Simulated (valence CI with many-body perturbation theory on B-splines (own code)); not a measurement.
**E1 line list for Pb51+**

Method: configuration interaction combined with many-body perturbation theory (CI+MBPT): three valence electrons over a frozen Dirac-Fock core [Ar] 3d10, a basis of 11 s, 11 p, 9 d, 7 f, 5 g, 2 h, 1 i functions for each j, with the one-electron correlation potential Σ1 (screened to all orders), the two-electron term Σ2, the three-electron term Σ3, Breit, model QED; selected single and double excitations, second order for the rest (own B-spline code, finite nucleus).

The last digits are not significant, and no measured levels were compared; by estimate large intervals hold to a few tenths of a per cent, small ones and those within an open d or f shell to about a per cent.

Lines 151 to 200 of 263 in falling wavelength, among levels below 60.447 Ry, chosen from the strongest by gf and those to the six lowest levels. Wavelengths and rates use the calculated energies. Electric multipoles are in the length gauge, E1 and E2 with the static RPA response of the core. Weak lines are less certain than strong ones. Lines between different terms over intervals too small for the method are left out, as are lines whose strength nearly cancels. The highest levels of a list are the least certain.

Levels are named by their leading jj configuration (3d3/2^4 stands for four electrons in 3d with j = 3/2), which in mixed levels can hold well under half, so a name can repeat and another be missing. Letters in brackets count levels of one name in rising energy.

```csv
λ vac (Å),Upper,Lower,A (s⁻¹),S (a.u.) with core polarisation,S without
41.72,(4p1/2 4p3/2 4d5/2) J=5/2 [a],(4s 4p1/2 4d5/2) J=5/2 [a],7.91e+10,1.70e-02,1.80e-02
41.66,(4p1/2 4p3/2 4d5/2) J=1/2,(4s 4p1/2 4d5/2) J=3/2,5.32e+11,3.80e-02,4.01e-02
41.61,(4s 4p3/2^2) J=1/2,(4s^2 4p3/2) J=3/2,1.10e+12,7.78e-02,8.22e-02
41.58,(4s 4p1/2 4p3/2) J=1/2,(4s^2 4p1/2) J=1/2,1.54e+12,1.09e-01,1.15e-01
41.56,(4p1/2 4p3/2^2) J=3/2,(4s 4p1/2 4p3/2) J=5/2,1.22e+11,1.73e-02,1.82e-02
41.54,(4p1/2 4p3/2 4d3/2) J=3/2 [a],(4s 4p1/2 4d3/2) J=3/2 [a],7.25e+11,1.03e-01,1.08e-01
41.50,(4p1/2 4p3/2 4d5/2) J=3/2 [b],(4s 4p1/2 4d5/2) J=5/2 [b],6.57e+11,9.27e-02,9.79e-02
41.50,(4p1/2 4p3/2 4d3/2) J=1/2 [a],(4s 4p1/2 4d3/2) J=3/2 [a],1.05e+12,7.44e-02,7.85e-02
41.49,(4s 4p3/2 4d3/2) J=1/2 [b],(4s^2 4d3/2) J=3/2,1.68e+12,1.18e-01,1.25e-01
41.41,(4p1/2 4p3/2^2) J=5/2,(4s 4p1/2 4p3/2) J=5/2,5.85e+11,1.23e-01,1.30e-01
41.30,(4s 4p3/2 4d3/2) J=5/2 [b],(4s^2 4d3/2) J=3/2,2.41e+12,5.03e-01,5.31e-01
41.13,(4s 4p3/2 4d5/2) J=3/2 [b],(4s^2 4d5/2) J=5/2,1.27e+12,1.74e-01,1.84e-01
41.07,(4s 4p3/2^2) J=3/2,(4s^2 4p3/2) J=3/2,2.29e+12,3.14e-01,3.31e-01
41.05,(4p1/2 4p3/2 4d5/2) J=7/2 [b],(4s 4p1/2 4d5/2) J=7/2,3.38e+11,9.24e-02,9.75e-02
40.59,(4s 4p3/2 4d5/2) J=5/2 [b],(4s^2 4d5/2) J=5/2,1.18e+12,2.33e-01,2.46e-01
40.29,(4s^2 4f5/2) J=5/2,(4s 4p1/2 4p3/2) J=5/2,3.13e+08,6.06e-05,6.42e-05
40.22,(4p1/2 4p3/2^2) J=3/2,(4s 4p1/2 4p3/2) J=3/2 [a],8.87e+11,1.14e-01,1.20e-01
40.08,(4p1/2 4p3/2^2) J=5/2,(4s 4p1/2 4p3/2) J=3/2 [a],1.94e+09,3.69e-04,3.91e-04
39.99,(4p1/2 4p3/2 4d5/2) J=5/2 [b],(4s 4p1/2 4d5/2) J=5/2 [a],4.43e+11,8.38e-02,8.85e-02
39.86,(4p1/2 4p3/2 4d3/2) J=5/2 [b],(4s 4p1/2 4d3/2) J=5/2,1.01e+11,1.89e-02,2.00e-02
39.59,(4p3/2^3) J=3/2,(4s 4p3/2^2) J=5/2,4.60e+11,5.63e-02,5.95e-02
39.03,(4s^2 4f5/2) J=5/2,(4s 4p1/2 4p3/2) J=3/2 [a],6.49e+09,1.14e-03,1.21e-03
39.02,(4p1/2 4p3/2^2) J=1/2,(4s 4p1/2 4p3/2) J=3/2 [a],4.68e+10,2.74e-03,2.90e-03
38.89,(4s^2 4f7/2) J=7/2,(4s 4p1/2 4p3/2) J=5/2,3.33e+10,7.73e-03,8.15e-03
38.74,(4p1/2 4p3/2 4d3/2) J=5/2 [b],(4s 4p1/2 4d3/2) J=3/2 [a],1.18e+11,2.02e-02,2.14e-02
37.00,(4s 4p1/2 4d3/2) J=3/2 [a],(4s 4p1/2^2) J=1/2,5.39e+10,5.39e-03,5.69e-03
36.77,(4s 4p3/2 4d3/2) J=3/2 [a],(4s 4p1/2 4p3/2) J=3/2 [b],3.09e+09,3.03e-04,3.21e-04
36.76,(4s 4p3/2 4d3/2) J=1/2 [a],(4s 4p1/2 4p3/2) J=3/2 [b],5.26e+10,2.58e-03,2.73e-03
36.75,(4s 4p3/2 4d3/2) J=5/2 [a],(4s 4p1/2 4p3/2) J=3/2 [b],4.18e+10,6.15e-03,6.49e-03
36.21,(4s 4d3/2^2) J=3/2,(4s 4p1/2 4d3/2) J=3/2 [b],1.48e+11,1.39e-02,1.47e-02
36.00,(4s 4d3/2^2) J=3/2,(4s 4p1/2 4d3/2) J=1/2,1.67e+12,1.54e-01,1.63e-01
35.33,(4s 4p3/2 4d3/2) J=3/2 [a],(4s 4p1/2 4p3/2) J=5/2,3.30e+11,2.88e-02,3.04e-02
35.31,(4s 4p3/2 4d3/2) J=5/2 [a],(4s 4p1/2 4p3/2) J=5/2,1.27e+12,1.66e-01,1.75e-01
35.19,(4s 4p3/2 4d3/2) J=3/2 [b],(4s 4p1/2 4p3/2) J=1/2,1.00e+12,8.62e-02,9.11e-02
34.96,(4s 4p3/2 4d3/2) J=3/2 [b],(4s 4p1/2 4p3/2) J=3/2 [b],1.04e+12,8.78e-02,9.28e-02
34.84,(4s 4p3/2 4d3/2) J=7/2,(4s 4p1/2 4p3/2) J=5/2,1.70e+12,2.84e-01,3.00e-01
34.71,(4p1/2 4p3/2 4d3/2) J=3/2 [b],(4p1/2^2 4p3/2) J=3/2,2.52e+12,2.08e-01,2.20e-01
34.52,(4s 4p1/2 4d3/2) J=1/2,(4s 4p1/2^2) J=1/2,2.41e+12,9.81e-02,1.04e-01
34.49,(4s 4d3/2^2) J=3/2,(4s 4p1/2 4d3/2) J=5/2,1.66e+11,1.34e-02,1.42e-02
34.48,(4p1/2 4p3/2 4d3/2) J=1/2 [b],(4p1/2^2 4p3/2) J=3/2,2.12e+12,8.58e-02,9.07e-02
34.47,(4p1/2 4p3/2 4d3/2) J=5/2 [b],(4p1/2^2 4p3/2) J=3/2,1.74e+12,2.12e-01,2.24e-01
34.42,(4s^2 4d3/2) J=3/2,(4s^2 4p1/2) J=1/2,2.45e+12,1.97e-01,2.08e-01
34.36,(4s 4p3/2 4d3/2) J=3/2 [a],(4s 4p1/2 4p3/2) J=3/2 [a],1.51e+12,1.21e-01,1.28e-01
34.35,(4s 4p3/2 4d3/2) J=1/2 [b],(4s 4p1/2 4p3/2) J=1/2,1.81e+12,7.23e-02,7.64e-02
34.35,(4s 4p3/2 4d3/2) J=1/2 [a],(4s 4p1/2 4p3/2) J=3/2 [a],1.69e+12,6.76e-02,7.15e-02
34.34,(4s 4p3/2 4d3/2) J=5/2 [a],(4s 4p1/2 4p3/2) J=3/2 [a],8.35e+11,1.00e-01,1.06e-01
34.33,(4s 4p1/2 4d3/2) J=3/2 [b],(4s 4p1/2^2) J=1/2,2.62e+12,2.09e-01,2.21e-01
34.13,(4s 4p3/2 4d3/2) J=1/2 [b],(4s 4p1/2 4p3/2) J=3/2 [b],1.18e+11,4.63e-03,4.89e-03
34.00,(4s 4p3/2 4d3/2) J=5/2 [b],(4s 4p1/2 4p3/2) J=3/2 [b],1.46e+12,1.70e-01,1.79e-01
33.66,(4s 4d3/2^2) J=3/2,(4s 4p1/2 4d3/2) J=3/2 [a],1.73e+12,1.30e-01,1.38e-01
```
